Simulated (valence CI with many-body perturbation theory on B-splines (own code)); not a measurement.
# Sensitivity of CI+MBPT for Fe XXI

Computed by configuration interaction combined with many-body perturbation theory (CI+MBPT): four valence electrons over a frozen Dirac-Fock core [He], a basis of 6 s, 6 p, 5 d, 3 f, 1 g functions for each j, with the one-electron correlation potential Σ1 (screened to all orders), the two-electron term Σ2, the three-electron term Σ3, Breit, model QED; selected single and double excitations, second order for the rest, scaled by the run's own slope (own B-spline code, finite nucleus).

No measured spectrum was set against this ion. As an estimate, levels of excited configurations hold to 0.05 to 0.15 % of their energy, terms of the ground configuration to about 0.5 %.

The reference run has the lowest level 2s2 2p2 3P_0 and an ionisation energy of 1689.09 eV. Its largest variational space holds 11450 state functions.

Changed runs:
A. highest l in the core sums 6 → 7; shift of the energy in Σ1 (hartree) 0 → 6.4
B. scale of Σ1 1 → 0
C. averaging of valence orbitals over low configurations on → off
D. factor on the speed of light 1 → 0.9 (bad on purpose)

Excitation energies of the reference run in cm⁻¹, and shifts in cm⁻¹:

```csv
Level,Reference,A,B,C,D
2s2 2p2 3P_1,73766,+1.3,-115,-2.6,+23309
2s2 2p2 3P_2,117359,+1.7,-142,-0.2,+27045
2s2 2p2 1D_2,244778,+2.8,-233,+15,+46161
2s2 2p2 1S_0,372326,+2.6,-201,+37,+47866
2s 2p3 5S°_2,486186,-12,+1177,+23,+47209
2s 2p3 3D°_1,776917,-11,+1181,+51,+41322
2s 2p3 3D°_2,777520,-11,+1167,+51,+44953
2s 2p3 3D°_3,803705,-11,+1118,+47,+54774
2s 2p3 3P°_0,916624,-10,+1099,+60,+56066
2s 2p3 3P°_1,925255,-10,+1085,+57,+59537
2s 2p3 3P°_2,942774,-10,+1056,+55,+65278
2s 2p3 3S°_1,1096360,-11,+1166,+15,+50140
Ionisation energy (eV),1689.09,+0.0048,-0.30,-0.0023,+3.06
```
